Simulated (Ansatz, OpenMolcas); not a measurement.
## CBr2Cl2 (dibromodichloromethane): a line through the functionals

CBr2Cl2 has 5 atoms, charge 0, and is taken as a singlet. As SMILES, `ClC(Cl)(Br)Br`. The shape is that of a PBE0-D4/def2-TZVP optimisation.

The vertical ionisation energy (to the doublet cation) y, in eV, basis 6-31G(d); a is the functional's share of exact exchange. Programs: Ansatz 0.2.0, OpenMolcas 26.06.

| functional | program | a | y (eV) |
| --- | --- | --- | --- |
| PBE | Ansatz | 0 | 9.95 |
| TPSS | OpenMolcas | 0 | 10.07 |
| B3LYP | Ansatz | 0.2 | 10.35 |
| r2SCAN0 | Ansatz | 0.25 | 10.67 |
| PBE0 | Ansatz | 0.25 | ? |
| BHLYP | Ansatz | 0.5 | 10.73 |

**Question.** Fit y = c + s·a to the known rows and predict PBE0.

**Answer.** 
1. Means of the 5 rows: a = 0.1900, y = 10.354.
2. Σ(Δa)² = 0.172, Σ(Δa·Δy) = 0.2662, so the slope is 0.2662/0.172 = 1.5477.
3. Intercept: 10.354 − (1.5477) × 0.1900 = 10.060. The largest residual of the fit is 0.22.
4. PBE0: 10.060 + (1.5477) × 0.25 = 10.45 eV.

The run gave 10.48 eV, so the prediction is off by -0.03 eV, within the largest residual. Spin-orbit coupling is left out.
